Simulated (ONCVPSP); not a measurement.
Building the ONCV potential for boron (B) (PBE, scalar-relativistic).

- Element: B
- Generator: ONCVPSP 4.0.1
- Type: optimised norm-conserving Vanderbilt (ONCV)
- Functional: PBE
- Relativity: scalar-relativistic
- Frozen core: [He]
- Valence charge: 3
- Reference configuration: 2s2 2p1
- Partial waves: 2s: rc 1.10 bohr, ncon 4, nbas 7, qcut 6.5 1/bohr, 3 projectors, debl 3.7 Ha; 2p: rc 2.15 bohr, ncon 4, nbas 8, qcut 7.2 1/bohr, 2 projectors, debl 3.9 Ha; d scattering state at 0.04 Ha: rc 1.65 bohr, ncon 4, nbas 9, qcut 6.5 1/bohr, 2 projectors, debl 0.6 Ha
- Local potential: polynomial inside 1.05 bohr (lpopt 5, dvloc0 -1 Ha)
- Core correction: none

All-electron outer shells of the reference configuration (PBE, scalar-relativistic, ld1.x):

```csv
shell,level (eV),outermost node (bohr),outermost maximum (bohr)
1s,-180.59,–,0.21
2s,-9.44,0.46,1.52
2p,-3.61,–,1.57
```

Estimate the cutoffs (Ha) at which the residual kinetic energy of the hardest occupied pseudo-wave falls to 1 and 0.1 mHa per electron.

13 Ha and 49 Ha.

Does the potential have ghost states?

Ghosts flagged at negative energy: s at -140.9 eV; GHOST(+) flags only above 600 eV. A true bound ghost makes a file unfit for plane-wave use.

Tests: 2s2 2p0; 2s1 2p0; 2s2 2p0.5; 2s0 2p3. Which has the largest error in its energy relative to the reference configuration, and how large is it?

2s1 2p0, with +109 meV (all-electron minus pseudo) on +33.64 eV.
